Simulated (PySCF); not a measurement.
hexachlorodisilane (Cl6Si2), SMILES Cl[Si](Cl)(Cl)[Si](Cl)(Cl)Cl. Geometry optimised at PBE0-D3(BJ)/def2-SVP. Other conformers were not sampled.

Task: Give the equilibrium geometry at PBE0-D3(BJ)/def2-SVP (PySCF confirms it by a frequency run) as a Z-matrix, and its point group. (The exact figures need the calculation; the answer reports its results.)

Result: Several could match; the one computed here: point group D3d.
```
Si
Cl 1 2.0473
Cl 1 2.0473 2 109.54
Cl 1 2.0473 2 109.54 3 120.16
Si 1 2.3235 2 109.40 3 -119.92
Cl 5 2.0473 1 109.40 2 -180.00
Cl 5 2.0473 6 109.54 1 119.92
Cl 5 2.0473 6 109.54 7 120.16
```
